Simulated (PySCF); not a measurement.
## Radial density of Dy⁶³⁺ (dysprosium, charge +63)

UHF, [He] 2s1, 2S determinant. All numbers are calculated (PySCF 2.14, scalar relativity by spin-free X2C-1e, in an uncontracted even-tempered set (19 s from 40 bohr⁻², ratio 2.2; 8 p from 61 bohr⁻², ratio 2.4; 5 d from 180 bohr⁻², ratio 2.4; 5 f from 280 bohr⁻², ratio 2.4; 4 g from 410 bohr⁻², ratio 2.4)).

```csv
r (bohr),4πr²ρ (e/bohr),4πr²(ρα − ρβ)
0.0181,69.43,1.7985
0.0304,32.35,0.2562
0.0512,13.49,8.3428
0.0861,12.05,11.9182
0.145,2.346,2.3457
0.244,0.02712,0.0271
```

Densities and radii are taken from the X2C orbitals without a picture-change correction, which distorts them close to the nucleus.
